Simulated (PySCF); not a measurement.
C2H3ClN2Si, SMILES C1=N[SiH](N=C1)Cl.

Geometry optimised at PBE0-D3(BJ)/def2-SVP. The structure was generated by enumeration, and PubChem lists no compound with its InChIKey, so it may never have been made.

Method: PBE0-D3(BJ)/def2-SVP in PySCF.

Frequencies are harmonic and unscaled.

Problem. Give all harmonic wavenumbers and intensities. (Estimate from the structure and the level; the computed values follow.)

Solution. 
```json
[
 {"mode": "1", "ν (cm⁻¹)": "119", "IR (km/mol)": "0.4", "Raman (Å⁴/amu)": "6.4", "depolarisation": "0.74", "moving atoms (share of kinetic energy)": "C 30 %, Cl 29 %, Si 20 %, H 12 %, N 9 %"},
 {"mode": "2", "ν (cm⁻¹)": "184", "IR (km/mol)": "0.4", "Raman (Å⁴/amu)": "2.9", "depolarisation": "0.75", "moving atoms (share of kinetic energy)": "N 34 %, Cl 23 %, Si 19 %, C 16 %"},
 {"mode": "3", "ν (cm⁻¹)": "372", "IR (km/mol)": "11.9", "Raman (Å⁴/amu)": "2.5", "depolarisation": "0.32", "moving atoms (share of kinetic energy)": "N 55 %, Cl 27 %, C 11 %"},
 {"mode": "4", "ν (cm⁻¹)": "472", "IR (km/mol)": "0.6", "Raman (Å⁴/amu)": "1.0", "depolarisation": "0.75", "moving atoms (share of kinetic energy)": "H 38 %, C 32 %, N 29 %"},
 {"mode": "5", "ν (cm⁻¹)": "522", "IR (km/mol)": "57.6", "Raman (Å⁴/amu)": "2.6", "depolarisation": "0.40", "moving atoms (share of kinetic energy)": "Si 45 %, N 31 %, C 14 %"},
 {"mode": "6", "ν (cm⁻¹)": "608", "IR (km/mol)": "76.9", "Raman (Å⁴/amu)": "7.4", "depolarisation": "0.17", "moving atoms (share of kinetic energy)": "Si 44 %, Cl 25 %, N 19 %, H 8 %"},
 {"mode": "7", "ν (cm⁻¹)": "666", "IR (km/mol)": "21.6", "Raman (Å⁴/amu)": "1.5", "depolarisation": "0.75", "moving atoms (share of kinetic energy)": "N 38 %, Si 33 %, C 21 %"},
 {"mode": "8", "ν (cm⁻¹)": "738", "IR (km/mol)": "14.0", "Raman (Å⁴/amu)": "7.8", "depolarisation": "0.75", "moving atoms (share of kinetic energy)": "H 80 %"},
 {"mode": "9", "ν (cm⁻¹)": "754", "IR (km/mol)": "6.2", "Raman (Å⁴/amu)": "11.7", "depolarisation": "0.32", "moving atoms (share of kinetic energy)": "N 54 %, H 38 %"},
 {"mode": "10", "ν (cm⁻¹)": "806", "IR (km/mol)": "200.6", "Raman (Å⁴/amu)": "4.1", "depolarisation": "0.40", "moving atoms (share of kinetic energy)": "H 51 %, Si 23 %, N 20 %"},
 {"mode": "11", "ν (cm⁻¹)": "885", "IR (km/mol)": "11.1", "Raman (Å⁴/amu)": "3.7", "depolarisation": "0.26", "moving atoms (share of kinetic energy)": "C 62 %, H 34 %"},
 {"mode": "12", "ν (cm⁻¹)": "899", "IR (km/mol)": "84.3", "Raman (Å⁴/amu)": "4.6", "depolarisation": "0.58", "moving atoms (share of kinetic energy)": "H 74 %, C 20 %"},
 {"mode": "13", "ν (cm⁻¹)": "919", "IR (km/mol)": "108.1", "Raman (Å⁴/amu)": "3.6", "depolarisation": "0.75", "moving atoms (share of kinetic energy)": "N 41 %, C 41 %, H 12 %"},
 {"mode": "14", "ν (cm⁻¹)": "1023", "IR (km/mol)": "0.0", "Raman (Å⁴/amu)": "4.5", "depolarisation": "0.75", "moving atoms (share of kinetic energy)": "H 57 %, C 42 %"},
 {"mode": "15", "ν (cm⁻¹)": "1312", "IR (km/mol)": "0.2", "Raman (Å⁴/amu)": "3.4", "depolarisation": "0.75", "moving atoms (share of kinetic energy)": "H 83 %, N 11 %"},
 {"mode": "16", "ν (cm⁻¹)": "1335", "IR (km/mol)": "9.8", "Raman (Å⁴/amu)": "16.2", "depolarisation": "0.63", "moving atoms (share of kinetic energy)": "H 74 %, C 19 %"},
 {"mode": "17", "ν (cm⁻¹)": "1669", "IR (km/mol)": "76.8", "Raman (Å⁴/amu)": "19.1", "depolarisation": "0.06", "moving atoms (share of kinetic energy)": "C 54 %, N 44 %"},
 {"mode": "18", "ν (cm⁻¹)": "1724", "IR (km/mol)": "5.9", "Raman (Å⁴/amu)": "1.1", "depolarisation": "0.75", "moving atoms (share of kinetic energy)": "C 58 %, N 39 %"},
 {"mode": "19", "ν (cm⁻¹)": "2308", "IR (km/mol)": "75.3", "Raman (Å⁴/amu)": "173.7", "depolarisation": "0.20", "moving atoms (share of kinetic energy)": "H 97 %"},
 {"mode": "20", "ν (cm⁻¹)": "3103", "IR (km/mol)": "14.8", "Raman (Å⁴/amu)": "126.2", "depolarisation": "0.75", "moving atoms (share of kinetic energy)": "H 92 %, C 8 %"},
 {"mode": "21", "ν (cm⁻¹)": "3116", "IR (km/mol)": "57.6", "Raman (Å⁴/amu)": "285.9", "depolarisation": "0.17", "moving atoms (share of kinetic energy)": "H 91 %, C 9 %"}
]
```
